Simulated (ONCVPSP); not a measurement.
## Logarithmic derivatives: lutetium, ONCV

- Element: lutetium
- Generator: ONCVPSP 4.0.1
- Type: optimised norm-conserving Vanderbilt (ONCV)
- Functional: LDA (Perdew-Zunger)
- Relativity: scalar-relativistic
- Frozen core: [Kr] 4d10
- Valence charge: 25
- Reference configuration: 4f14 5s2 5p6 5d1 6s2
- Partial waves: 5s+6s: rc 1.80 bohr, ncon 4, nbas 7, qcut 8.7 1/bohr, 3 projectors, debl 2.5 Ha; 5p: rc 1.60 bohr, ncon 5, nbas 9, qcut 8.4 1/bohr, 2 projectors, debl 2.2 Ha; 5d: rc 2.80 bohr, ncon 4, nbas 8, qcut 5.9 1/bohr, 3 projectors, debl 0.7 Ha; 4f: rc 1.20 bohr, ncon 5, nbas 10, qcut 14.3 1/bohr, 2 projectors, debl 1.4 Ha
- Local potential: polynomial inside 0.75 bohr (lpopt 5, dvloc0 0 Ha)
- Core correction: Teter function, fcfact 6, rcfact 1.65

The phase is arctan(r·R′/R) of the radial function R(r), unwrapped; energies in Ha, scanned from -4 to 5 Ha. A pole is an energy at which the radial function vanishes at the test radius. The pseudo phase is shifted by a multiple of π to meet the all-electron one at the reference energy, and phase errors are pseudo minus all-electron; the curves can meet again beyond the range given. Levels narrower than the energy grid can be missing from the lists of poles.

Question: For each channel, where are the poles, and over which energies does the pseudopotential scatter like the atom?

Answer:

```json
{"channel": "s", "radius (bohr)": "1.83", "reference energy (Ha)": "-0.18", "poles, all-electron": "-1.80", "poles, pseudo": "-1.80", "unbroken range about the reference energy with phases within 0.05 rad": "the whole range", "phase error 1 Ha above the reference energy (rad)": "+0.000"}
{"channel": "p", "radius (bohr)": "1.62", "reference energy (Ha)": "-1.17", "poles, all-electron": "0.39", "poles, pseudo": "0.39", "unbroken range about the reference energy with phases within 0.05 rad": "the whole range", "phase error 1 Ha above the reference energy (rad)": "+0.000"}
{"channel": "d", "radius (bohr)": "2.85", "reference energy (Ha)": "-0.07", "poles, all-electron": "0.28, 3.00", "poles, pseudo": "0.28, 3.00", "unbroken range about the reference energy with phases within 0.05 rad": "below 4.6", "phase error 1 Ha above the reference energy (rad)": "+0.000"}
{"channel": "f", "radius (bohr)": "1.22", "reference energy (Ha)": "-0.36", "poles, all-electron": "0.24", "poles, pseudo": "0.24", "unbroken range about the reference energy with phases within 0.05 rad": "the whole range", "phase error 1 Ha above the reference energy (rad)": "+0.000"}
```

Note: ghosts flagged at negative energy: s at -505.1 eV, d at -320.5 eV, p at -8.5 eV; no localised positive-energy state flagged. A true bound ghost makes a file unfit for plane-wave use.

Phases in the d channel:

| E (Ha) | all-electron | pseudo |
| --- | --- | --- |
| -3.98 | 1.427 | 1.427 |
| -3.74 | 1.422 | 1.422 |
| -3.50 | 1.416 | 1.416 |
| -3.26 | 1.409 | 1.409 |
| -3.02 | 1.402 | 1.402 |
| -2.78 | 1.393 | 1.393 |
| -2.54 | 1.383 | 1.383 |
| -2.30 | 1.371 | 1.371 |
| -2.06 | 1.356 | 1.356 |
| -1.82 | 1.338 | 1.338 |
| -1.58 | 1.315 | 1.315 |
| -1.34 | 1.284 | 1.284 |
| -1.10 | 1.238 | 1.238 |
| -0.86 | 1.164 | 1.164 |
| -0.62 | 1.017 | 1.017 |
| -0.38 | 0.581 | 0.581 |
| -0.14 | -0.761 | -0.761 |
| 0.10 | -1.395 | -1.395 |
| 0.34 | -1.609 | -1.609 |
| 0.58 | -1.757 | -1.757 |
| 0.82 | -1.943 | -1.943 |
| 1.06 | -2.355 | -2.355 |
| 1.30 | -3.455 | -3.455 |
| 1.54 | -4.180 | -4.180 |
| 1.78 | -4.419 | -4.419 |
| 2.02 | -4.530 | -4.530 |
| 2.26 | -4.596 | -4.596 |
| 2.50 | -4.642 | -4.642 |
| 2.74 | -4.678 | -4.678 |
| 2.98 | -4.710 | -4.709 |
| 3.22 | -4.739 | -4.738 |
| 3.46 | -4.769 | -4.768 |
| 3.70 | -4.804 | -4.802 |
| 3.94 | -4.848 | -4.846 |
| 4.18 | -4.915 | -4.909 |
| 4.42 | -5.038 | -5.022 |
| 4.66 | -5.367 | -5.301 |
| 4.90 | -6.528 | -6.290 |
